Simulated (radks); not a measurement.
Dynamic dipole polarisability and lines of neutral barium, [Xe] 6s2. Level of theory: scalar-relativistic Kohn-Sham, PBE, spin-unpolarised, spherical densities, finite nucleus; Fermi nuclear charge, rms radius of each element as measured or else 0.836 A^(1/3) + 0.57 fm (a radial shooting solver on a logarithmic mesh with Libxc functionals). Time-dependent linear response with the Hartree and adiabatic LDA kernel, continuum included through the Sternheimer equations, no spin-orbit coupling, so fine structure and intercombination lines are absent. Lines are the poles of the dipole polarisability below minus the highest occupied eigenvalue, found on a grid refined at the orbital gaps; the lowest seven at most are given, and weak or close lines can be missed. The first line takes the name of the lowest orbital gap if no other gap lies below it; otherwise a line is named after a gap within 0.6 % of it, if that gap stands alone.

| photon energy (eV) | alpha (bohr^3) |
|---|---|
| 0 | 252.7 |
| 0.159 | 253.7 |
| 0.477 | 261.8 |
| 0.795 | 279.8 |
| 1.114 | 312.2 |
| 1.432 | 370.3 |
| 1.750 | 485.4 |
| 2.068 | 787.0 |
| 2.386 | 3204 |
| 2.704 | -1168 |
| 3.022 | -420.9 |

Lines (eV, oscillator strength): 2.478 (500.4 nm, 6s-6p), f = 1.91. Higher lines, where found, are left out when the end of the mesh affects them. Those listed give 91 % of the static polarisability (sum of f/w^2). Orbital energy gaps for comparison: 6s-6p 1.987 eV. At laser wavelengths: 1550 nm 280.1, 1064 nm 319.4, 780 nm 416.5, 532 nm 2029 bohr^3. Measured terms reached by dipole lines (averaged over J; NIST Handbook of Basic Atomic Spectroscopic Data, eV): 6s-6p 2.239; 6s-7p 4.035; those above the model threshold have no computed partner.
